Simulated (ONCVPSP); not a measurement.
# H: ONCV pseudisation with PBE, non-relativistic reference atom.

* Element: hydrogen (H)
* Generator: ONCVPSP 4.0.1
* Type: optimised norm-conserving Vanderbilt (ONCV)
* Functional: PBE
* Relativity: non-relativistic
* Frozen core: none
* Valence charge: 1
* Reference configuration: 1s1
* Partial waves: 1s: rc 1.00 bohr, ncon 5, nbas 8, qcut 7.3 1/bohr, 3 projectors, debl 2.1 Ha; p scattering state at 0.14 Ha: rc 0.80 bohr, ncon 4, nbas 7, qcut 9.7 1/bohr, 2 projectors, debl 3.1 Ha
* Local potential: polynomial inside 0.75 bohr (lpopt 5, dvloc0 6 Ha)
* Core correction: none

* Cutoffs needed: 20 Ha and 47 Ha (the cutoffs (Ha) at which the residual kinetic energy of the hardest occupied pseudo-wave falls to 1 and 0.1 mHa per electron)
* Ghost test: no bound ghost flagged; no localised positive-energy state flagged
